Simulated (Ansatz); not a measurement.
Basis-set series for CH₃F₃OSn, SMILES `C[O][Sn]([F])([F])[F]`. Charge 0, multiplicity 1. Sn: def2 effective core potential. All single points use the PBE0-D4/def2-TZVP geometry. It is one conformer, not always the lowest.

| functional | basis | functions | energy (Eh) | HOMO (eV) | LUMO (eV) |
| --- | --- | --- | --- | --- | --- |
| PBE0-D4 | def2-TZVPP | 247 | -628.83944 | -9.21 | -2.90 |
| PBE0-D4 | def2-QZVPP | 457 | -628.86768 | -9.23 | -2.94 |
| ωB97M-V | def2-TZVPP | 247 | -629.08618 | -11.64 | -0.77 |
| ωB97M-V | def2-QZVPP | 457 | -629.11291 | -11.66 | -0.87 |

Problem. Give the rows for def2-SVP. (Best estimate.)

Solution. Ansatz gave: 
```tsv
functional	basis	functions	energy (Eh)	HOMO (eV)	LUMO (eV)
PBE0-D4	def2-SVP	111	-628.29352	-9.08	-2.71
ωB97M-V	def2-SVP	111	-628.52791	-11.48	-0.52
```
